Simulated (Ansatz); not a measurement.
Geometry optimisation, RKS PBE/def2-SVP in Ansatz.

Input:

```yaml
crystal:
  periodic: [false, false, false]
  atoms:
    - { symbol: Sn, position_ang: [0.0, 0.0, 0.0] }
    - { symbol: H, position_ang: [0.0, 0.0, 1.74] }
    - { symbol: C, position_ang: [2.0274, 0.0, -0.716] }
    - { symbol: H, position_ang: [2.3751, -1.0463, -0.8441] }
    - { symbol: H, position_ang: [2.076, 0.5276, -1.6913] }
    - { symbol: H, position_ang: [2.6794, 0.5187, 0.0175] }
    - { symbol: C, position_ang: [-1.0126, 1.7544, -0.716] }
    - { symbol: H, position_ang: [-2.0653, 1.5008, -0.9603] }
    - { symbol: H, position_ang: [-0.9943, 2.5391, 0.069] }
    - { symbol: H, position_ang: [-0.5023, 2.131, -1.6269] }
    - { symbol: "N", position_ang: [-0.9891, -1.7136, -0.6993] }
    - { symbol: C, position_ang: [-1.731, -2.5683, 0.2388] }
    - { symbol: H, position_ang: [-1.3537, -2.4019, 1.2694] }
    - { symbol: H, position_ang: [-2.811, -2.3157, 0.1954] }
    - { symbol: H, position_ang: [-1.5893, -3.6336, -0.0391] }
    - { symbol: C, position_ang: [-0.9401, -2.0593, -2.1272] }
    - { symbol: H, position_ang: [-1.7422, -1.515, -2.668] }
    - { symbol: H, position_ang: [0.0475, -1.7717, -2.5444] }
    - { symbol: H, position_ang: [-1.0884, -3.1525, -2.2491] }
basis:
  gaussian: { orbitals: def2-SVP }
hamiltonian:
  xc: pbe
relax:
  f_tol: 0.02
  max_steps: 40
```

Command:

```bash
$ ansatz run input.yaml --threads 4 --pin off --max-ram 5120MiB --backend cpu --events-out ev --progress --plain --runs-dir out
```

Problem. Where does it end, and by what steps?

Solution. It converged. After 13 steps the energy has fallen by 0.267 eV; H8 moved furthest, 0.87 Å.

| step | energy less start (eV) | largest force component (eV/Å) | accepted |
| --- | --- | --- | --- |
| 0 | 0.0000 | 1.433 | yes |
| 1 | -0.1550 | 0.675 | yes |
| 2 | -0.2061 | 0.414 | yes |
| 3 | -0.2356 | 0.258 | yes |
| 4 | -0.2503 | 0.077 | yes |
| 5 | -0.2540 | 0.150 | yes |
| 6 | -0.2575 | 0.168 | yes |
| 7 | -0.2603 | 0.160 | yes |
| 8 | -0.2625 | 0.163 | yes |
| 9 | -0.2642 | 0.142 | yes |
| 10 | -0.2656 | 0.081 | yes |
| 11 | -0.2665 | 0.030 | yes |
| 12 | -0.2669 | 0.032 | yes |
| 13 | -0.2670 | 0.012 | yes |

```xyz
19
Properties=species:S:1:pos:R:3
Sn 0.084 -0.061 0.050
H 0.117 -0.239 1.778
C 2.071 0.045 -0.816
H 2.580 -0.929 -0.686
H 2.011 0.285 -1.896
H 2.662 0.834 -0.310
C -1.105 1.681 -0.525
H -2.122 1.607 -0.095
H -0.619 2.602 -0.146
H -1.181 1.742 -1.628
N -0.724 -1.864 -0.608
C -1.894 -2.384 0.068
H -1.842 -2.185 1.160
H -2.872 -1.971 -0.303
H -1.958 -3.493 -0.056
C -0.714 -2.146 -2.027
H -1.578 -1.709 -2.599
H 0.219 -1.773 -2.502
H -0.748 -3.249 -2.209
```

Time of the run: 63 s on 4 threads of Intel(R) Xeon(R) Platinum 8259CL CPU @ 2.50GHz (Skylake/Cascade Lake) (shared host), peak memory 0.27 GiB.
